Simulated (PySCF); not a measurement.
Species: C6H12BNO2.
Cartesian coordinates in Å at the PBE0-D3(BJ)/def2-SVP level; atoms count from 1:
```xyz
22
C6H12BNO2 angstrom
N     -2.6768   -1.4369   -0.1798
C     -2.2998   -0.0587    0.0613
C     -0.8050    0.0899    0.0269
C      0.2250   -0.5976    0.9563
C      1.0798    0.2674   -0.0139
B      2.6497    0.4086   -0.0968
O      3.4869   -0.5385    0.4045
O      3.2390    1.4766   -0.6985
C      0.0153    1.3842    0.2028
C      0.1370   -0.2602   -1.1426
H     -2.3544   -2.0255    0.5863
H     -3.6888   -1.5344   -0.2079
H     -2.6700    0.3688    1.0195
H     -2.7252    0.5691   -0.7405
H      0.3206   -1.6925    0.8550
H      0.2198   -0.2903    2.0156
H      3.0000   -1.2547    0.8207
H      2.5891    2.1073   -1.0192
H     -0.0033    1.8577    1.1982
H     -0.0859    2.1371   -0.5980
H      0.0548    0.3676   -2.0451
H      0.2249   -1.3258   -1.4031
```

All values: PBE0/pcSseg-1 (PySCF, non-relativistic), on one gas-phase PBE0-D3(BJ)/def2-SVP geometry that isn't relaxed in the solvent. The solvent is an IEF-PCM continuum (Bondi radii, 1.10 Å for H, scaled by 1.2). Only the electrostatic response of the medium enters.

```csv
run,E − E(gas) (kJ/mol),HOMO (eV),HOMO–LUMO gap (eV),dipole (D)
gas,0.00,-6.94,7.90,4.02
P,-34.24,-6.84,7.94,4.58
Q,-49.89,-6.83,7.93,4.82
```

Problem. The runs were made in chloroform and water. Which run belongs to which solvent?

Solution. P = chloroform, Q = water. The dielectric constants are 4.711 (chloroform), 78.36 (water), and the energy falls further as ε rises. In this model the ground state sees the solvent through ε alone.

Problem. How constant is the ratio of the lowering to (ε − 1)/(2ε + 1)?

Solution. 
| solvent | (ε − 1)/(2ε + 1) | E − E(gas) (kJ/mol) | ratio (kJ/mol) | polarisation term (kJ/mol) |
| --- | --- | --- | --- | --- |
| chloroform | 0.356 | -34.24 | -96.2 | -37.30 |
| water | 0.490 | -49.89 | -101.7 | -56.58 |

The ratio changes by +5.8 % in size from chloroform to water. The polarisation term is half the interaction of the solute with the induced surface charges.
